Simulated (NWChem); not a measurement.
System: CdHSCl; SMILES [SH][Cd][Cl]

```xyz
4

Cd     0.0121    -0.0112     0.0000
Cl     0.0013    -2.2987     0.0000
S      0.0438     2.3248     0.0000
H     -1.3055     2.4194     0.0000
```
Atoms are numbered in this order, from 1.

All runs: NWChem. Geometry: optimised at PBE0/def2-SVP. def2 effective core potentials on Cd; no spin-orbit coupling. Level MN15/def2-SVP: energy and gradient on several grids; changes count from the extra-fine grid, which is no exact limit either.

Problem. Which is the coarsest grid (xcoarse; medium; fine; coarse; xfine) from which on the energy stays within 100 μHa and each gradient component within 200 μHa/bohr of xfine?

Solution. medium.
```csv
grid,size of the energy change (μHa),largest change of a gradient component (μHa/bohr)
xcoarse,2000,600
coarse,< 10,800
medium,< 10,30
fine,< 10,< 30
xfine,< 10,< 30
```
